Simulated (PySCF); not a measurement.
C2H6Si, singlet, geometry from GFN2-xTB. Base run: PySCF with CASSCF(6,4)/6-31G*.

PySCF was given this input:
```python
from pyscf import gto, scf, mcscf
import numpy

mol = gto.Mole()
mol.atom = '''
    Si   -0.255208    0.117706    0.699887
    C     0.742076    1.267256   -0.480591
    H     0.906369    2.250623   -0.043893
    H     0.224615    1.415587   -1.429043
    H     1.722472    0.846447   -0.706355
    C    -0.404166   -1.423106   -0.446098
    H     0.574773   -1.784277   -0.763213
    H    -0.973821   -1.191736   -1.346758
    H    -0.908952   -2.249431    0.050977
'''
mol.basis = '6-31g*'
mol.charge = 0
mol.spin = 0
mol.verbose = 4
mol.build()

mf = scf.RHF(mol)
mf.kernel()
mc = mcscf.CASSCF(mf, 4, 6)
mc.fix_spin_(ss=0.0)
mc.kernel()
occ = numpy.linalg.eigvalsh(mc.fcisolver.make_rdm1(mc.ci, mc.ncas, mc.nelecas))[::-1]
ss = mc.fcisolver.spin_square(mc.ci, mc.ncas, mc.nelecas)[0]
print('natural occupations', occ.round(4), ' <S^2>', round(ss, 4))
```

Each row names what was changed in the base input (with any setting that the change needs).

```csv
change,ΔE vs base (mEh),natural occupations,<S^2> of the state,core-seconds (rough),outcome
base,0.000,2.00 2.00 1.92 0.08,0.00,10,converged
correction = SC-NEVPT2,-322.4,2.00 2.00 1.92 0.08,0.00,10,converged
"active space = 10 electrons, 8 orbitals",-,-,-,-,not converged
orbitals = fixed (CASCI),14.725,2.00 2.00 1.97 0.03,0.00,0.6,converged
start = MP2 natural orbitals,8.160,2.00 2.00 1.98 0.03,0.00,4,converged
fix_spin_ = off,0.000,2.00 2.00 1.92 0.08,0.00,9,converged
solver = newton,0.072,2.00 2.00 1.92 0.08,0.00,7,converged
"active space = 8 electrons, 9 orbitals",-55.169,1.99 1.98 1.98 1.91 0.07 0.03 0.02 0.02 0.01,0.00,20,converged
state_average = 2 states,12.303,-,-,10,converged
orbitals = fixed (CASCI); correction = SC-NEVPT2,-321.6,2.00 2.00 1.97 0.03,0.00,0.8,converged
conv_tol = 1e-5,0.160,2.00 2.00 1.92 0.08,0.00,3,converged
```

Active orbitals are taken around the Fermi level unless the row says otherwise; CASSCF can end in different local minima, and two programs can end on different orbitals. State-averaged rows give the lowest state.
